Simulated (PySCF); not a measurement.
Zn(OH)2 anion (H2O2Zn), SMILES [OH][Zn][OH] (connectivity only; charge and spin as stated), charge -1, multiplicity 2. Atoms are numbered in the order given.

```xyz
5

Zn     0.0000     0.0000     0.3193
O      0.0000     1.6792    -0.6037
H      0.0000     2.3973     0.0397
O      0.0000    -1.6792    -0.6037
H      0.0000    -2.3973     0.0397
```
Charge -1, spin multiplicity 2.

Geometry: B3LYP-D3(BJ)/def2-SVPD. The multiplicity is an assumed one; other spin states were not compared. The isomer is the one that the SMILES or the coordinates give; other isomers of the formula were not compared. One conformer was computed; it need not be the lowest.

All values below come from CAM-B3LYP/def2-TZVPD run with PySCF.

Gas-phase values at a fixed geometry.

The total energy is -1931.23404 hartree, the point group is C2v and the α spin, highest occupied and lowest empty level comes out as -0.49 and 3.56 eV. The β spin, highest occupied and lowest empty level is -4.04 and 3.28 eV and the dipole moment about the centre of nuclear charge is 1.53 D. The mean static polarisability is 101.3 bohr³ (15.00 Å³), the polarisability, principal values is 88.2, 94.9, 120.7 bohr³ and the ⟨S²⟩ is 0.753 (pure state 0.75).
